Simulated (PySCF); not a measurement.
Compound: CH6Cl2Ge2.
Structure used (PBE0-D3(BJ)/def2-SVP), in Å, numbered top down from 1:
```xyz
11
CH6Cl2Ge2 angstrom
Cl     1.768    3.125   -0.132
Ge     2.096    1.258    0.927
C      0.609    0.109    0.417
Ge    -1.151    0.806    0.874
Cl    -1.115    1.210    3.009
H      2.127    1.581    2.424
H      3.440    0.702    0.429
H      0.653   -0.041   -0.674
H      0.734   -0.874    0.899
H     -1.470    2.129    0.170
H     -2.247   -0.248    0.646
```

The calculation used PBE0-D3(BJ)/def2-SVP geometry optimisation, gas phase in PySCF 2.14.0.

Masses are those of the commonest isotopes; rigid-rotor values at the optimised geometry. The values belong to one conformer with, in the numbering `[Cl:1][GeH2:2][CH2:3][GeH2:4][Cl:5]`, Cl1–Ge2–C3–Ge4 -60°, Ge2–C3–Ge4–Cl5 -55°.

**Question.** Give the principal moments of inertia and the rotational constants in cm⁻¹.

**Answer.** Ia = 255.69, Ib = 775.15, Ic = 806.99 u·Å²; 505379 MHz·u·Å²/I gives 1977, 652.0 and 626.3 MHz, that is A = 0.06593, B = 0.02175, C = 0.02089 cm⁻¹.

**Question.** What kind of rotor is it?

**Answer.** A near-prolate asymmetric top; Ray's κ = -0.962.

**Question.** What does the inertial defect say?

**Answer.** Not planar: Δ = Ic − Ia − Ib = -223.84 u·Å². For a rigid frame Δ = −2 Σ m c², so Σ m c² = 111.92 u·Å² lies off the ab plane: 11.76 from hydrogen and 100.16 from heavier atoms. The atom farthest from that plane is 2.08 Å away.

**Question.** Give the other two planar moments, Paa and Pbb, and the rms extents of the mass along the axes.

**Answer.** Paa = Σ m a² = (Ib + Ic − Ia)/2 = 663.22 and Pbb = Σ m b² = (Ia + Ic − Ib)/2 = 143.76 u·Å². With the mass M = 235.83 u, the rms extents √(P/M) along a, b and c are 1.68, 0.78, 0.69 Å.

**Question.** List the rotational levels J(Ka,Kc) to J = 2 (K).

**Answer.** Above 0(0,0), as E/k:
J = 1: 1(0,1) 0.061, 1(1,1) 0.125, 1(1,0) 0.126
J = 2: 2(0,2) 0.184, 2(1,2) 0.246, 2(1,1) 0.250, 2(2,1) 0.441, 2(2,0) 0.441

**Question.** Predict some low-J microwave lines.

**Answer.** The dipole components are |μa| = 0.03 D, |μb| = 0.14 D, |μc| = 2.89 D. The squared components, which scale the intensities, stand as 0.00 : 0.00 : 1.00 (a : b : c). Some lines, for components of 0.1 D or more:

| type | branch | J(Ka,Kc) | MHz | lower level (cm⁻¹) |
| --- | --- | --- | --- | --- |
| c | Q | 3(1,3) ← 3(0,3) | 1262 | 0.256 |
| b | Q | 1(1,0) ← 1(0,1) | 1350 | 0.043 |
| b | Q | 2(1,1) ← 2(0,2) | 1376 | 0.128 |
| b | R | 3(0,3) ← 2(1,2) | 2534 | 0.171 |
| b | R | 1(1,1) ← 0(0,0) | 2603 | 0.000 |
| c | R | 1(1,0) ← 0(0,0) | 2629 | 0.000 |
| b | R | 2(1,2) ← 1(0,1) | 3855 | 0.043 |
| b | Q | 3(2,1) ← 3(1,2) | 3937 | 0.303 |
| b | Q | 2(2,0) ← 2(1,1) | 3974 | 0.174 |
| b | Q | 2(2,1) ← 2(1,2) | 4051 | 0.171 |
| b | Q | 3(2,2) ← 3(1,3) | 4090 | 0.298 |
| b | R | 3(1,3) ← 2(0,2) | 5095 | 0.128 |
| b | R | 2(2,1) ← 1(1,0) | 6556 | 0.088 |
| c | R | 2(2,0) ← 1(1,0) | 6556 | 0.088 |
| c | R | 2(2,1) ← 1(1,1) | 6582 | 0.087 |
| b | R | 2(2,0) ← 1(1,1) | 6582 | 0.087 |
| c | Q | 3(3,1) ← 3(2,1) | 6686 | 0.434 |
| b | Q | 3(3,1) ← 3(2,2) | 6687 | 0.434 |
| b | R | 3(2,2) ← 2(1,1) | 7808 | 0.174 |
| c | R | 3(2,1) ← 2(1,1) | 7810 | 0.174 |
| c | R | 3(2,2) ← 2(1,2) | 7886 | 0.171 |
| b | R | 3(3,1) ← 2(2,0) | 10522 | 0.306 |
| c | R | 3(3,1) ← 2(2,1) | 10522 | 0.306 |
| b | R | 3(3,0) ← 2(2,1) | 10522 | 0.306 |

No PBE0-D3(BJ)/def2-SVP frequencies stand behind this structure, so it isn't proved a minimum. Constants of a rigid frame at the computed geometry: no zero-point averaging, no centrifugal distortion. Quadrupole hyperfine structure (35Cl) is left out.
